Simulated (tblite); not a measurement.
Compound: CH8O2Si3.
SMILES with atom numbers: `[SiH3:1][O:2][Si@@H:3]1[CH2:4][SiH2:5][O:6]1` (hydrogens: H7, H8, H9 on Si1; H10 on Si3; H11, H12 on C4; H13, H14 on Si5)

Computed with GFN2-xTB (tblite), gas phase: L-BFGS steps from a force-field or distance-geometry start until the largest atomic force falls under 0.01 eV/Å.

Step 87: E = -536.5380 eV
```
atom  x, y, z in Å  |  force x, y, z in eV/Å
Si1     2.5847    0.0779    0.1405   -0.049   0.016  -0.036
O2      1.2015    0.5571    0.8489    0.013   0.029  -0.030
Si3    -0.3961    0.7450    0.7392    0.058   0.006   0.007
C4     -1.4090   -0.8573    0.5216   -0.015  -0.012   0.005
Si5    -1.7950   -0.1178   -1.2032    0.041   0.016   0.041
O6     -0.8607    1.1975   -0.7924    0.004  -0.009   0.060
H7      3.6186    0.7042    0.9588   -0.020   0.024   0.016
H8      2.6164    0.5199   -1.2522    0.004   0.009   0.013
H9      2.6257   -1.3813    0.2196    0.004  -0.060   0.003
H10    -0.7475    1.7527    1.7201    0.000  -0.006  -0.057
H11    -0.8497   -1.7881    0.5229    0.008   0.002   0.022
H12    -2.2449   -0.9760    1.2029   -0.033  -0.020  -0.043
H13    -3.1582    0.3510   -1.4022   -0.001  -0.002  -0.002
H14    -1.1865   -0.7854   -2.3464   -0.013   0.006   0.001
```

Step 88: E = -536.5387 eV
```
atom  x, y, z in Å  |  force x, y, z in eV/Å
Si1     2.5753    0.0759    0.1348   -0.068  -0.027  -0.035
O2      1.1995    0.5662    0.8503    0.041   0.025  -0.032
Si3    -0.3981    0.7519    0.7460    0.026  -0.018   0.000
C4     -1.4040   -0.8555    0.5246   -0.013  -0.001   0.002
Si5    -1.7842   -0.1201   -1.2029    0.032   0.039   0.035
O6     -0.8663    1.2051   -0.7837   -0.002  -0.017   0.041
H7      3.6150    0.6927    0.9507   -0.001   0.034   0.024
H8      2.6053    0.5172   -1.2583    0.003   0.008   0.016
H9      2.6050   -1.3856    0.2141    0.004  -0.024  -0.003
H10    -0.7474    1.7556    1.7304   -0.006   0.005  -0.048
H11    -0.8410   -1.7832    0.5311    0.018  -0.015   0.022
H12    -2.2448   -0.9778    1.1991   -0.031  -0.014  -0.036
H13    -3.1506    0.3368   -1.4126    0.009  -0.004   0.001
H14    -1.1644   -0.7800   -2.3452   -0.011   0.010   0.013
```

Step 89: E = -536.5397 eV
```
atom  x, y, z in Å  |  force x, y, z in eV/Å
Si1     2.5656    0.0731    0.1284   -0.034  -0.049  -0.034
O2      1.1988    0.5734    0.8513    0.044   0.025  -0.012
Si3    -0.3980    0.7569    0.7518   -0.036  -0.048   0.008
C4     -1.3992   -0.8544    0.5277   -0.001  -0.006   0.006
Si5    -1.7724   -0.1224   -1.2014   -0.005   0.042   0.015
O6     -0.8678    1.2087   -0.7762    0.009   0.015   0.007
H7      3.6074    0.6831    0.9451    0.024   0.044   0.027
H8      2.5929    0.5155   -1.2639    0.004   0.005   0.010
H9      2.5917   -1.3889    0.2107   -0.004  -0.015  -0.012
H10    -0.7488    1.7595    1.7345   -0.009   0.022  -0.026
H11    -0.8322   -1.7795    0.5422    0.014  -0.023   0.016
H12    -2.2482   -0.9798    1.1914   -0.018  -0.006  -0.018
H13    -3.1411    0.3254   -1.4160    0.006  -0.003   0.003
H14    -1.1494   -0.7710   -2.3474    0.005  -0.002   0.010
```

Step 90: E = -536.5400 eV
```
atom  x, y, z in Å  |  force x, y, z in eV/Å
Si1     2.5480    0.0681    0.1200   -0.029  -0.018   0.041
O2      1.1985    0.5933    0.8631    0.092  -0.015  -0.040
Si3    -0.3998    0.7654    0.7626   -0.050  -0.058   0.017
C4     -1.3896   -0.8532    0.5310    0.009  -0.015   0.010
Si5    -1.7535   -0.1233   -1.2007   -0.018   0.054  -0.013
O6     -0.8648    1.2166   -0.7660   -0.016  -0.006  -0.023
H7      3.6065    0.6657    0.9303   -0.018   0.015  -0.016
H8      2.5626    0.5114   -1.2722    0.006   0.003   0.012
H9      2.5592   -1.3961    0.2004   -0.013   0.019  -0.012
H10    -0.7605    1.7653    1.7438   -0.004   0.023  -0.018
H11    -0.8154   -1.7747    0.5532   -0.008  -0.002   0.013
H12    -2.2471   -0.9839    1.1835    0.009  -0.003  -0.016
H13    -3.1269    0.3117   -1.4261    0.044  -0.012   0.008
H14    -1.1178   -0.7669   -2.3447   -0.004   0.015   0.037
```

Question: Estimate the geometry and energy of step 91. (The exact step hangs on the optimiser's Hessian estimate; all steps are aligned on step 90, rigid shifts and turns removed.)

Answer: E = -536.5405 eV, largest force 0.053 eV/Å
```
atom  x, y, z in Å  |  force x, y, z in eV/Å
Si1     2.5541    0.0695    0.1230    0.016  -0.050   0.001
O2      1.2021    0.5867    0.8605   -0.018   0.010   0.002
Si3    -0.3966    0.7589    0.7587   -0.018  -0.044   0.023
C4     -1.3922   -0.8555    0.5296    0.003  -0.005   0.001
Si5    -1.7583   -0.1208   -1.1997   -0.018   0.013  -0.017
O6     -0.8579    1.2102   -0.7715    0.001   0.021  -0.011
H7      3.6026    0.6764    0.9370    0.011   0.018  -0.006
H8      2.5687    0.5150   -1.2682    0.012  -0.003   0.004
H9      2.5728   -1.3949    0.2053   -0.009   0.028  -0.016
H10    -0.7590    1.7645    1.7333   -0.002   0.023  -0.010
H11    -0.8221   -1.7791    0.5498    0.003  -0.014   0.009
H12    -2.2494   -0.9838    1.1820    0.001  -0.002   0.001
H13    -3.1287    0.3218   -1.4151    0.006   0.001   0.003
H14    -1.1367   -0.7694   -2.3465    0.011   0.003   0.014
```

The energy changes by -0.0004 eV. The first-order estimate −F·Δx gives -0.0009 eV and the mean of the old and new forces, exact on a quadratic surface, -0.0004 eV. The step makes an angle of 83° with the force vector and moves no atom by more than 0.019 Å.

What follows is the cost of the whole relaxation. The run took 0.62 s of wall time on one thread of an Arm Neoverse V2, no GPU, shared host.
